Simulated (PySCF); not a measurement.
Te(OH)(SeH), SMILES [SeH][Te]O, singlet, CAM-B3LYP/def2-SVP optimised geometry.

```
5

Te    -0.88    -1.23     0.00
O      1.11    -1.23     0.00
H      1.41    -1.10     0.91
Se    -1.41     1.23     0.00
H     -1.33     1.43    -1.46
```

Density from CAM-B3LYP/def2-TZVP, def2 effective core potentials past Kr in PySCF at that geometry. The core electrons that the potentials of Te replace are not part of the density.

Minimum of the electron density along straight lines between bonded atoms, close to the bond critical point (lines longer than 1.1 times the sum of covalent radii, or with two minima, are not listed):

| bond | length / Å | ρ at the minimum / e bohr⁻³ | ∇²ρ there / e bohr⁻⁵ | position (fraction from the first atom) |
|---|---|---|---|---|
| Te1–O2 | 1.992 | 0.125 | 0.30 | 0.50 |
| O2–H3 | 0.967 | 0.355 | -2.36 | 0.80 |
| Te1–Se4 | 2.514 | 0.087 | [?] | 0.49 |
| Se4–H5 | 1.472 | [?] | [?] | 0.63 |

### Question
Fill in the missing entries.

### Answer

- Te1–Se4, ∇²ρ there / e bohr⁻⁵: 0.00
- Se4–H5, ρ at the minimum / e bohr⁻³: 0.177
- Se4–H5, ∇²ρ there / e bohr⁻⁵: -0.33
